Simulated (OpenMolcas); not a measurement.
**5s2 5p along the 49-electron sequence**

```json
{
  "Program": "OpenMolcas 26.06",
  "Method": "SS-CASPT2, IPEA 0.25 Eh, imaginary shift 0.1 Eh",
  "Basis": "ANO-R2",
  "Scalar Hamiltonian": "X2C, finite nucleus",
  "Spin-orbit coupling": "state interaction with AMFI integrals over the reference wave functions, term energies averaged over their components"
}
```

Active space for each ion: 1 electron in 3 orbitals (5p); closed shells correlated by CASPT2: 4d 5s.

Computed levels in cm-1 above 2P* 1/2:

```json
{"Level": "2P* 3/2", "Sb2+": "5751", "Te3+": "8195", "I4+": "10965", "Xe5+": "14143"}
{"Level": "weight of 2P* in the lowest level (%)", "Sb2+": "100", "Te3+": "100", "I4+": "100", "Xe5+": "100"}
```

Measured, with the error of the calculation in %. Measured levels: Sb2+, Te3+ from Moore, Atomic Energy Levels, vol. III, NSRDS-NBS 35 (1971 reprint of NBS Circular 467, 1958); Xe5+ from Saloman, J. Phys. Chem. Ref. Data 33, 765 (2004).

```csv
Level,Sb2+,Te3+,Xe5+
2P* 3/2,6576 (-12.6),9223 (-11.1),15599 (-9.3)
```

The fine-structure level 2P* 3/2 changes by a factor of 2.46 from Sb2+ to Xe5+. Its fourth root runs 8.71, 9.51, 10.23, 10.91, with steps per unit of Z of 0.81, 0.72, 0.67; equal steps would mean a (Z - σ)^4 law with constant σ.

With one active electron, CASPT2 adds the correlation within the correlated inactive shells and between them and that electron, and leaves the splitting within a term as the reference gives it. Measured partners are found by configuration, term and J. A level has none where our copy of the source lacks it or the pairing is in doubt (some pairs that miss far off the trend of their configuration count as doubtful), and it then counts in no deviation. Levels of configurations outside the active space are missing.

* marks odd parity.
